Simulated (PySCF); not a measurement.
C₂H₁₀BOPSi.
Cartesian coordinates in Å at the PBE0-D3(BJ)/def2-SVP level; atoms count from 1:
```
atom  x, y, z in Å
C1    -1.409   -0.375    0.841
B2    -0.777    0.085   -0.522
C3    -1.319   -0.453   -1.893
P4     0.625    1.378   -0.458
Si5    2.060    0.209    0.816
O6     1.698    0.503    2.420
H7    -1.693   -1.441    0.815
H8    -2.358    0.182    0.955
H9    -0.805   -0.182    1.740
H10   -1.161    0.218   -2.751
H11   -2.377   -0.758   -1.853
H12   -0.740   -1.373   -2.107
H13    1.256    1.231   -1.728
H14    3.439    0.650    0.436
H15    1.974   -1.271    0.673
H16    1.568    1.430    2.645
```

Computed with PySCF at CAM-B3LYP/def2-SVPD, non-relativistic, on one gas-phase PBE0-D3(BJ)/def2-SVP geometry that isn't relaxed in the solvent. The solvent is an IEF-PCM continuum (cavity from Bondi-type radii × 1.2), and excitations are vertical TDDFT with non-equilibrium linear response and a frozen core. The model holds no explicit solvent molecules, cavitation or dispersion.

```tsv
run	E − E(gas) (kcal/mol)	HOMO (eV)	HOMO–LUMO gap (eV)	dipole (D)	lowest singlet (eV)	static polarisability (au)
gas	0.00	-8.43	8.62	0.90	5.22	98.5
P	-3.11	-8.36	8.69	1.11	5.23	124.5
Q	-3.59	-8.36	8.70	1.15	5.24	129.4
```

Q: The runs were made in chloroform and tetrahydrofuran. Which run belongs to which solvent?

A: P = chloroform, Q = tetrahydrofuran. The dielectric constants are 4.711 (chloroform), 7.426 (tetrahydrofuran), and the energy falls further as ε rises. The optical constants n² used for the excitations are 2.09, 1.97 in the same order. In this model the ground state sees the solvent through ε alone.

Q: How constant is the ratio of the lowering to (ε − 1)/(2ε + 1)?

A: 
| solvent | (ε − 1)/(2ε + 1) | E − E(gas) (kcal/mol) | ratio (kcal/mol) | polarisation term (kcal/mol) |
| --- | --- | --- | --- | --- |
| chloroform | 0.356 | -3.11 | -8.7 | -3.39 |
| tetrahydrofuran | 0.405 | -3.59 | -8.9 | -3.98 |

The ratio changes by +1.5 % in size from chloroform to tetrahydrofuran. The polarisation term is half the interaction of the solute with the induced surface charges.
